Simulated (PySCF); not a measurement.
## Co (cobalt, neutral) across methods

[Ar] 3d7 4s1 4p1, one real determinant (an excited configuration). Computed with PySCF 2.14 in x2c-TZVPPall, with the spin-free X2C one-electron Hamiltonian (Gaussian nucleus).

```
   method  E (hartree)  mean ε 3d β (eV)  mean ε 4s α (eV)  mean ε 4p α (eV)  Σ⟨r²⟩ (bohr²)   ⟨S²⟩
   r2SCAN    -1393.095            -8.022            -7.013            -2.198          38.44  8.751
      LDA    -1390.439            -7.763            -6.889            -1.981          38.55  8.750
      PBE    -1392.872            -7.784            -6.718            -1.982          38.76  8.750
  r2SCAN0    -1393.063           -10.251            -7.855            -2.935          38.44  8.751
     BLYP    -1393.193            -7.826            -6.485            -1.681          38.75  8.751
      UHF  -1391.79582           -16.112            -9.892            -4.965          39.21  8.752
CAM-B3LYP    -1393.202           -11.632            -8.887            -3.815          38.63  8.751
     PBE0    -1392.890           -10.037            -7.636            -2.818          38.70  8.751
```

⟨L²⟩ = 13.96 against 20 for a pure G term, so this real determinant mixes terms.
